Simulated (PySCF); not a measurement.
C$_{3}$H$_{4}$BF, singlet, geometry from GFN2-xTB; PBE0/cc-pVDZ, polarisability in PySCF.

Here is a job for PySCF.
```python
from pyscf import gto, scf, dft
from pyscf.prop import polarizability

mol = gto.M(
    atom='''
B     0.36594927    0.21140101    0.04257672
C    -1.01728626   -0.34815234   -0.23730299
C    -2.11134695   -0.80374769   -0.45012216
H    -3.06739940   -1.20172022   -0.63574942
F     0.68090636    1.39275863   -0.47016090
C     1.44589183   -0.55009878    0.90655898
H     1.83479790    0.09653802    1.69145400
H     2.29946449   -0.81456175    0.28306376
H     1.07168185   -1.46009592    1.36499324
''',
    basis='cc-pvdz',
    verbose=4,
)

mf = dft.RKS(mol)
mf.xc = 'pbe0'
mf.kernel()
alpha = mf.Polarizability().polarizability()[2, 2]
print('alpha_zz =', alpha)
```

**Question.** What does PySCF print? Leave out banner, timings and long lists.

**Answer.** 
```
site-packages/pyscf/prop/efg/rhf.py:45: UserWarning: Module EFG is under testing
  warnings.warn('Module EFG is under testing')
site-packages/pyscf/prop/efg/dhf.py:30: UserWarning: Module EFG is under testing
  warnings.warn('Module EFG is under testing')
site-packages/pyscf/prop/zfs/uhf.py:40: UserWarning: Module ZFS is under testing
  warnings.warn('Module ZFS is under testing')
site-packages/pyscf/prop/gtensor/uhf.py:43: UserWarning: Module g-tensor is under testing
  warnings.warn('Module g-tensor is under testing')
site-packages/pyscf/prop/gtensor/uks.py:41: UserWarning: Module g-tensor is under testing
  warnings.warn('Module g-tensor is under testing')
site-packages/pyscf/prop/hfc/uks.py:35: UserWarning: Module HFC is under testing
  warnings.warn('Module HFC is under testing')
site-packages/pyscf/prop/magnetizability/rhf.py:39: UserWarning: Module magnetizability is under testing
  warnings.warn('Module magnetizability is under testing')
site-packages/pyscf/prop/magnetizability/uhf.py:37: UserWarning: Module magnetizability is under testing
  warnings.warn('Module magnetizability is under testing')
site-packages/pyscf/prop/magnetizability/rks.py:37: UserWarning: Module magnetizability is under testing
  warnings.warn('Module magnetizability is under testing')
site-packages/pyscf/prop/magnetizability/uks.py:39: UserWarning: Module magnetizability is under testing
  warnings.warn('Module magnetizability is under testing')
site-packages/pyscf/prop/polarizability/uhf.py:34: UserWarning: Module polarizability is under testing
  warnings.warn('Module polarizability is under testing')
site-packages/pyscf/prop/polarizability/rks.py:29: UserWarning: Module polarizability is under testing
  warnings.warn('Module polarizability is under testing')
site-packages/pyscf/prop/polarizability/uks.py:29: UserWarning: Module polarizability is under testing
  warnings.warn('Module polarizability is under testing')
PySCF version 2.14.0

[INPUT] verbose = 4
[INPUT] num. atoms = 9
[INPUT] num. electrons = 36
[INPUT] charge = 0
[INPUT] spin (= nelec alpha-beta = 2S) = 0
[INPUT] symmetry False subgroup None
[INPUT] Mole.unit = angstrom
[INPUT] Symbol           X                Y                Z      unit          X                Y                Z       unit  Magmom
[INPUT]  1 B      0.365949270000   0.211401010000   0.042576720000 AA    0.691543895785   0.399490011356   0.080458340082 Bohr   0.0
[INPUT]  2 C     -1.017286260000  -0.348152340000  -0.237302990000 AA   -1.922392421683  -0.657912572226  -0.448437659640 Bohr   0.0
[INPUT]  3 C     -2.111346950000  -0.803747690000  -0.450122160000 AA   -3.989867489436  -1.518863007352  -0.850607604998 Bohr   0.0
[INPUT]  4 H     -3.067399400000  -1.201720220000  -0.635749420000 AA   -5.796544780655  -2.270922094152  -1.201392287651 Bohr   0.0
[INPUT]  5 F      0.680906360000   1.392758630000  -0.470160900000 AA    1.286726536875   2.631932368324  -0.888475335479 Bohr   0.0
[INPUT]  6 C      1.445891830000  -0.550098780000   0.906558980000 AA    2.732339564446  -1.039536035657   1.713148187965 Bohr   0.0
[INPUT]  7 H      1.834797900000   0.096538020000   1.691454000000 AA    3.467265524927   0.182430418408   3.196384812300 Bohr   0.0
[INPUT]  8 H      2.299464490000  -0.814561750000   0.283063760000 AA    4.345358119263  -1.539298619046   0.534912982190 Bohr   0.0
[INPUT]  9 H      1.071681850000  -1.460095920000   1.364993240000 AA    2.025185189167  -2.759181404395   2.579463385483 Bohr   0.0

nuclear repulsion = 133.66229596704
number of shells = 37
number of NR pGTOs = 158
number of NR cGTOs = 90
basis = cc-pvdz
ecp = {}

******** <class 'pyscf.dft.rks.RKS'> ********
method = RKS
initial guess = minao
damping factor = 0
level_shift factor = 0
DIIS = <class 'pyscf.scf.diis.CDIIS'>
diis_start_cycle = 1
diis_space = 8
diis_damp = 0
SCF conv_tol = 1e-09
SCF conv_tol_grad = None
SCF max_cycles = 50
direct_scf = True
direct_scf_tol = 1e-13
XC library pyscf.dft.libxc version 7.1.2
    S. Lehtola, C. Steigemann, M. J. T. Oliveira, and M. A. L. Marques,  SoftwareX 7, 1–5 (2018)
XC functionals = pbe0
    C. Adamo and V. Barone,  J. Chem. Phys. 110, 6158 (1999)
    M. Ernzerhof and G. E. Scuseria,  J. Chem. Phys. 110, 5029 (1999)
radial grids:
    Treutler-Ahlrichs [JCP 102, 346 (1995); DOI:10.1063/1.469408] (M4) radial grids

becke partition: Becke, JCP 88, 2547 (1988); DOI:10.1063/1.454033
pruning grids: <function nwchem_prune>
grids dens level: 3
symmetrized grids: False
atomic radii adjust function: <function treutler_atomic_radii_adjust>
small_rho_cutoff = 0
Set gradient conv threshold to 3.16228e-05
Initial guess from minao.
tot grids = 109896
init E= -241.598395551716
  HOMO = -0.345047957993047  LUMO = -0.114183513468115  gap/eV = 6.28214
cycle= 1 E= -241.092214103025  delta_E= 0.506  |g|= 0.543  |ddm|= 2.92
  HOMO = -0.260742334389909  LUMO = -0.023403191946227  gap/eV = 6.45833
cycle= 2 E= -241.061628050782  delta_E= 0.0306  |g|= 0.705  |ddm|= 0.921
  HOMO = -0.290073429974  LUMO = -0.0444764690045547  gap/eV = 6.68303
cycle= 3 E= -241.152090337878  delta_E= -0.0905  |g|= 0.121  |ddm|= 0.532
  HOMO = -0.303919009208844  LUMO = -0.0474912487080719  gap/eV = 6.97775
cycle= 4 E= -241.155249175026  delta_E= -0.00316  |g|= 0.0404  |ddm|= 0.11
  HOMO = -0.304759002365599  LUMO = -0.0489041153119567  gap/eV = 6.96217
cycle= 5 E= -241.155583807771  delta_E= -0.000335  |g|= 0.0203  |ddm|= 0.0395
  HOMO = -0.303553961690353  LUMO = -0.0481720304020898  gap/eV = 6.94930
cycle= 6 E= -241.155681110974  delta_E= -9.73e-05  |g|= 0.00175  |ddm|= 0.0148
  HOMO = -0.303276878713366  LUMO = -0.0479278805692651  gap/eV = 6.94840
cycle= 7 E= -241.155681902336  delta_E= -7.91e-07  |g|= 0.000485  |ddm|= 0.00206
  HOMO = -0.30337258028515  LUMO = -0.0479623734663672  gap/eV = 6.95007
cycle= 8 E= -241.155681968468  delta_E= -6.61e-08  |g|= 0.000105  |ddm|= 0.00051
  HOMO = -0.303369513979756  LUMO = -0.0479733696506077  gap/eV = 6.94968
cycle= 9 E= -241.155681972268  delta_E= -3.8e-09  |g|= 2.87e-05  |ddm|= 0.000134
  HOMO = -0.303368423416805  LUMO = -0.0479693294252694  gap/eV = 6.94976
cycle= 10 E= -241.155681972586  delta_E= -3.18e-10  |g|= 4.74e-06  |ddm|= 3.53e-05
  HOMO = -0.30336963167912  LUMO = -0.0479696940755971  gap/eV = 6.94979
Extra cycle  E= -241.155681972597  delta_E= -1.07e-11  |g|= 5.71e-06  |ddm|= 1.21e-05
converged SCF energy = -241.155681972597
Isotropic polarizability 40.1072653168
Polarizability anisotropy 25.4820908166
alpha_zz = 29.91052047745189
```
